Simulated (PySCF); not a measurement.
**Electron correlation in Ni⁺ (nickel, charge +1)**

Starting occupation: [Ar] 3d8 4p1, 3d3/2 with m_j = -1/2, +1/2, +3/2, 3d5/2 with m_j = -3/2, -1/2, +1/2, +3/2, +5/2, 4p3/2 with m_j = +3/2. All numbers are calculated (PySCF 2.14, X2C-1e with screened-nucleus spin-orbit coupling, Gaussian nucleus, in x2c-TZVPall-2c with one added diffuse shell each of s, p, d type (7s8p5d1f, 63 functions)). Frozen: [Ne]; 17 electrons correlated; the 6 highest virtual spinors left out.

MP2 pair energies summed by pair of shells (mhartree):

| pair | energy | share (%) |
| --- | --- | --- |
| 3d-3d | -208.02 | 41.4 |
| 3d-3p | -171.03 | 34.1 |
| 3p-3p | -50.64 | 10.1 |
| 3d-3s | -34.96 | 7.0 |
| 3p-3s | -21.31 | 4.2 |
| 3d-4p | -9.86 | 2.0 |
| 3s-3s | -3.21 | 0.6 |
| 3p-4p | -2.71 | 0.5 |
| 3s-4p | -0.24 | 0.0 |

Total MP2 correlation energy: -501.96 mhartree.

The GHF reference relaxed away from the jj start to a determinant that is no pure jj level (⟨S²⟩ = 3.75, ⟨J²⟩ = 35.76); the energies belong to that determinant.

This basis was not built for core-valence correlation, so the inner-shell part is incomplete.
